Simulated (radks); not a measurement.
Values are calculated unless marked as measured or tabulated.
Species: Cu3+. Configuration: [Ar] 3d(3/2: 3, 5/2: 5) (the NIST ground configuration). Level of theory: Dirac Kohn-Sham, BLYP, spin-unpolarised, spherical densities, finite nucleus; Fermi nuclear charge, rms radius 3.8823 fm (a radial shooting solver on a logarithmic mesh with Libxc functionals).

Unscreened Slater integrals over Kohn-Sham orbitals (eV). Large and small components are both included.

| integral | value |
|---|---|
| F0(3d5/2,3d5/2) | 29.297 |
| F2(3d5/2,3d5/2) | 13.578 |
| F4(3d5/2,3d5/2) | 8.4510 |
| F0(3d5/2,3d3/2) | 29.376 |
| F2(3d5/2,3d3/2) | 13.614 |
| G2(3d5/2,3d3/2) | 13.599 |
| G4(3d5/2,3d3/2) | 8.4643 |
| F0(3d5/2,3p3/2) | 31.049 |
| F2(3d5/2,3p3/2) | 14.677 |
| G1(3d5/2,3p3/2) | 18.095 |
| G3(3d5/2,3p3/2) | 11.005 |
| F0(3d5/2,3p1/2) | 31.247 |
| G3(3d5/2,3p1/2) | 11.073 |
| F0(3d3/2,3d3/2) | 29.455 |
| F2(3d3/2,3d3/2) | 13.650 |
| F0(3d3/2,3p3/2) | 31.136 |
| F2(3d3/2,3p3/2) | 14.717 |
| G1(3d3/2,3p3/2) | 18.130 |
| G3(3d3/2,3p3/2) | 11.028 |
| F0(3d3/2,3p1/2) | 31.336 |
| G1(3d3/2,3p1/2) | 18.283 |
| F0(3p3/2,3p3/2) | 33.255 |
| F2(3p3/2,3p3/2) | 16.608 |
| F0(3p3/2,3p1/2) | 33.479 |
| G2(3p3/2,3p1/2) | 16.701 |
| F0(3p1/2,3p1/2) | 33.709 |
